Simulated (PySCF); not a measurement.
C4H6GaNO2.
Atom-mapped SMILES: `[H]/[N:1]=[CH:2]/[Ga@@H-:3]1[O:4][CH:5]=[CH:6][CH:7]=[O+:8]1` (hydrogens: H9 on N1; H10 on C2; H11 on Ga3; H12 on C5; H13 on C6; H14 on C7)

Computed, not measured: TDDFT PBE0/def2-SVPD, vertical, gas phase, core orbitals frozen in the response (PySCF). Geometry: PBE0-D3(BJ)/def2-SVP, one conformer, isolated molecule. The PBE0/def2-SVPD calculation is non-relativistic and has no spin–orbit coupling, an omission that weighs most on gallium. Torsions of this conformer, `[H]/[N:1]=[CH:2]/[Ga@@H-:3]1[O:4][CH:5]=[CH:6][CH:7]=[O+:8]1`: N1–C2–Ga3–O4 49°.

Broadening: Gaussians 0.5 eV wide at half height, area fixed by f = 4.319×10⁻⁹ ∫ε dν̃. The width is an assumption, not a result. The curve ends short of the highest state used, and states not computed would add to its high-energy end.

(λ (nm), ε (L mol⁻¹ cm⁻¹)): (211.6, 756), (221.5, 632), (231.4, 584), (241.3, 2569), (251.2, 6349), (261.2, 6604), (271.1, 3447), (281.0, 1105), (290.9, 325), (300.8, 162), (310.7, 129), (320.6, 143), (330.5, 194), (340.5, 244), (350.4, 250), (360.3, 209), (370.2, 146), (380.1, 87), (390.0, 46), (399.9, 22), (409.8, 9), (419.8, 4), (429.7, 1), (439.6, 0)

Problem. Locate the maxima and give the states behind the curve.

Solution. 347 nm (3.58 eV), ε about 250, made up of S1 (99%); 257 nm (4.83 eV), ε about 7200, made up of S4 (100%) (ε in L mol⁻¹ cm⁻¹; maxima over ε = 5, shares over 10%). At its high-energy end, 5.86 eV, the curve is still rising (ε about 760, from S6, S7 and S8). The states used: S1 3.57 eV (f 0.0046); S2 4.15 eV (f 0.0022); S3 4.44 eV (f 0.0007); S4 4.83 eV (f 0.132); S5 5.55 eV (f 0.0023); S6 5.67 eV (f 0.0095); S7 6.22 eV (f 0.014); S8 6.22 eV (f 0.011); S9 6.30 eV (f 0.0071); S10 6.46 eV (f 0.0016).

Problem. What would ε be at 4.83 eV, the highest of these maxima, with half the width (0.25 eV)?

Solution. About 14300 L mol⁻¹ cm⁻¹ against 7150, a factor of about 2.00; a lone state at its own centre would give exactly 2.

Problem. On this curve, what absorbance would a 10⁻³ mol/L sample give at 266 nm over a 1 cm path?

Solution. 266 nm is 4.661 eV, where ε is about 5200 L mol⁻¹ cm⁻¹, so A = ε c l ≈ 5.2 (Beer–Lambert, with the gas-phase spectrum and the assumed width).

Problem. Coming from long wavelengths, where does ε first pass 100 L mol⁻¹ cm⁻¹?

Solution. At about 378 nm (3.28 eV), 0.29 eV below S1.

All these states lie below the vertical ionisation energy of 8.51 eV (ΔSCF).

Hardware: one thread, Intel Xeon at 2.50 GHz (x86_64), shared host with 64 logical CPUs at a one-minute load of 61. Cost: 8.7 min, 0.94 GiB resident at most.
